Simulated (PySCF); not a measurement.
Peak assignment

Geometry (Å), atoms numbered from 1 in this order:
```xyz
21

C     3.2666   -0.3214    0.3976
C     2.1608   -0.7774   -0.1693
P     1.0449    0.1406   -1.2735
C     1.3037    1.8750   -0.6703
C    -0.5231   -0.2064   -0.3728
C    -1.6843   -0.3844   -1.1139
C    -2.8891   -0.6327   -0.4805
C    -2.9417   -0.7059    0.9009
C    -1.7870   -0.5298    1.6461
C    -0.5823   -0.2843    1.0139
H     3.9071   -0.9608    0.9851
H     3.5824    0.7042    0.3038
H     1.8922   -1.8244   -0.0766
H     0.4989    2.4951   -1.0620
H     2.2480    2.2513   -1.0594
H     1.3038    1.9207    0.4177
H    -1.6354   -0.3277   -2.1924
H    -3.7869   -0.7731   -1.0646
H    -3.8807   -0.9014    1.3979
H    -1.8260   -0.5848    2.7248
H     0.3190   -0.1554    1.5981
```

[PySCF 2.14: GFN2-xTB structure; NMR shieldings at PBE0/pcSseg-1/GIAO; relativity neglected; in vacuum; one computed conformer; fast rotation and ring inversion assumed for equivalent nuclei]

References, each an isolated molecule treated in the same way: ¹³C (σref 186.93) and ¹H (σref 31.72) vs TMS.

(1) Assign these signals to the numbered atoms. ¹³C{¹H} NMR (computed): δ 154.3, 147.1, 139.9, 134.8, 133.8, 127.0, 19.1.

(2) Assign these signals to the numbered atoms. ¹H NMR (600 MHz, computed): δ 7.92 (m, 2H), 7.64 (m, 2H), 7.64 (m, 1H), 6.85 (m, 1H), 6.12 (m, 1H), 5.71 (m, 1H), 1.32 (m, 3H).

Results:

(1) 
```tsv
δ (ppm)	atoms	environment	reason
154.3	C2	alkene CH	as expected for a trigonal carbon in a double bond
147.1	C5	substituted aromatic carbon	–
139.9	C6/C10	aromatic CH	the aromatic region
134.8	C8	aromatic CH	–
133.8	C7/C9	aromatic CH	–
127.0	C1	terminal =CH2 carbon	an sp2 carbon of a C=C bond
19.1	C4	methyl carbon bonded to P	–
```

C8 and C7/C9 lie closer than the usual error of such a calculation, so a measured spectrum could show them in the other order.

(2) 
| δ (ppm) | atoms | environment | reason |
| --- | --- | --- | --- |
| 7.92 | H17/H21 | hydrogen on an aromatic CH | the ring current deshields protons in the ring plane |
| 7.64 | H18/H20 | hydrogen on an aromatic CH | – |
| 7.64 | H19 | hydrogen on an aromatic CH | – |
| 6.85 | H13 | hydrogen on an alkene CH | a vinylic proton, deshielded by the sp2 carbon and the C=C anisotropy |
| 6.12 | H11 | hydrogen on a terminal =CH2 carbon | a vinylic proton, deshielded by the sp2 carbon and the C=C anisotropy |
| 5.71 | H12 | hydrogen on a terminal =CH2 carbon | – |
| 1.32 | H14/H15/H16 | hydrogen on a methyl carbon bonded to P | – |

H18/H20 and H19 lie closer than the usual error of such a calculation, so a measured spectrum could show them in the other order.

Splittings by ³¹P in the carbon and heteronuclear signals aren't shown, as no couplings were computed. Shifts are as computed. Against solution values, carbons near 30 ppm lie about +3 ppm off and those near 130 ppm about +5 ppm. Of 1211 compounds with measured shifts, 218 miss one by over three times the rms of a fit or turn the order of signals round; such compounds aren't used in these exercises. No couplings were computed; multiplicities are counted from neighbouring protons, with m where these are inequivalent, close in shift, in a saturated or five-membered ring or joined by F or P, and br s for small geminal =CH2 splittings.
